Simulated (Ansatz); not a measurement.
Calculated with Ansatz (gas phase, PBE0-D4/def2-TZVP geometries, no zero-point term in ΔE). CBS: MP2 limit from def2 TZ/QZ plus the TZ coupled-cluster correction, frozen cores. This one scheme is used for every species. DFT in def2-TZVPP. One conformer a species, not always the lowest.

`C=C[Si](O)(O)S` + H–F → `C=C[Si](O)(O)F` + H₂S  (ligand exchange at the Si–S bond)

| level | ΔE (eV) |
| --- | --- |
| PBE-D4 | -0.84 |
| r2SCAN-D4 | -0.99 |
| ωB97M-V | -1.01 |
| PBE | -0.90 |
| r2SCAN | -1.01 |
| CCSD/def2-TZVPP | -1.06 |
| MP2/def2-QZVPP | -0.92 |
| MP2/CBS(def2) | -0.89 |

Question: What does CCSD(T)/CBS give? (Best estimate.)

Answer: The calculation gave: -0.96 eV. The listed levels differ from it by 0.12, -0.03, -0.05, 0.06, -0.05, -0.10, 0.04, 0.07 eV.

Largest T1 diagnostic among the species: 0.012.

The D4 term adds +0.10 eV with B3LYP and +0.06 eV with PBE0; it sums over pairs of atoms, weighted by their polarisabilities, and B3LYP, whose exchange is more repulsive, gets the larger term. From PBE to PBE0 (25 % exact exchange), in def2-TZVPP and without D4, ΔE moves by −0.03 eV.

B3LYP here is the variant with VWN-RPA as its local correlation; programs differ in this.
